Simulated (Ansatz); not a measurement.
C2H9GeN (`[CH3][GeH2][CH2]N`), relaxed with RKS PBE0-D4/def2-TZVP in the Gaussian-basis code of Ansatz from a PBE-D4/def2-SVP geometry. The force threshold is 0.005 eV/Å; the program also tests the step.

Total charge 0; spin multiplicity 1.

Start:

```xyz
13

C     1.085    1.848    0.429
Ge    0.199    0.486   -0.686
C    -0.672   -0.901    0.434
N    -1.192   -1.970   -0.413
H     1.848    1.380    1.081
H     0.342    2.364    1.070
H     1.584    2.607   -0.204
H     1.254   -0.218   -1.595
H    -0.859    1.157   -1.606
H     0.042   -1.209    1.242
H    -1.518   -0.398    0.949
H    -0.416   -2.481   -0.853
H    -1.698   -2.666    0.150
```

| step | energy (eV) | largest force (eV/Å) | largest move (Å) |
| --- | --- | --- | --- |
| 1 | -60218.8667 | 0.617 | 0.000 |
| 2 | -60218.9079 | 0.199 | 0.032 |
| 3 | -60218.9121 | 0.045 | 0.012 |
| 4 | -60218.9124 | 0.042 | 0.013 |
| 5 | -60218.9126 | 0.014 | 0.005 |
| 6 | -60218.9126 | 0.004 | 0.010 |

End:

```xyz
13

C     1.079    1.827    0.429
Ge    0.193    0.486   -0.686
C    -0.678   -0.877    0.434
N    -1.177   -1.968   -0.389
H     1.831    1.358    1.065
H     0.351    2.331    1.066
H     1.571    2.577   -0.192
H     1.237   -0.225   -1.579
H    -0.848    1.156   -1.603
H     0.022   -1.176    1.229
H    -1.524   -0.389    0.927
H    -0.419   -2.430   -0.876
H    -1.640   -2.670    0.175
```

Run time 24 s (4 threads of an Arm Neoverse V1 on a shared host); peak host memory 0.51 GiB.
